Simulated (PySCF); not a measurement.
C2H4GeN2, SMILES [GeH3]/[CH]=N\C#N.

Geometry: B3LYP-D3(BJ)/def2-SVP. The structure was generated by enumeration; whether it is a known compound was not checked.

Method: CAM-B3LYP/def2-TZVP (PySCF).

Computed frontier levels, gap, dipole moment and polarisability:
```
Property                                                                                                       Result
---------------------------------------------------------------------------------------------  ----------------------
highest occupied level                                                                                       -9.32 eV
lowest empty level                                                                                           -1.42 eV
orbital gap                                                                                                   7.89 eV
dipole moment                                                                                                  4.85 D
quadrupole, principal values (traceless, Buckingham form, about the centre of nuclear charge)  -11.98, 5.71, 6.27 D·Å
mean static polarisability                                                                       66.2 bohr³ (9.81 Å³)
polarisability, principal values                                                               47.3, 60.5, 90.8 bohr³
```
